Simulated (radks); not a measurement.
Problem. Valence configurations of the tantalum ion Ta2+ (all share [Xe]). Calculated with a radial shooting solver on a logarithmic mesh with Libxc functionals: scalar-relativistic Kohn-Sham, PBEsol, spin-unpolarised, spherical densities, finite nucleus; Fermi nuclear charge, rms radius 5.3507 fm. Order these by energy: 4f14 5d2 6s1; 4f14 5d2.5 6s0.5; 4f14 5d1 6p2; 4f13.5 5d3 6s0.5; 4f13 5d2.5 6s0.5 6p1; 4f13 5d3 6s1; 4f13 5d4; 4f12 5d3 6s2; 4f14 5d3; 4f14 5d1 6s1 6p1.

Solution. From the lowest, in eV above it: 4f14 5d3 0.000; 4f14 5d2.5 6s0.5 0.068; 4f14 5d2 6s1 0.317; 4f14 5d1 6s1 6p1 8.057; 4f13.5 5d3 6s0.5 12.207; 4f14 5d1 6p2 14.775; 4f13 5d4 25.588; 4f13 5d3 6s1 26.930; 4f13 5d2.5 6s0.5 6p1 34.684; 4f12 5d3 6s2 64.479. NIST lists [Xe] 4f14 5d3 as the ground configuration; this level of theory agrees among the configurations tried. The energies are those of spherical spin-averaged densities, not of single terms.
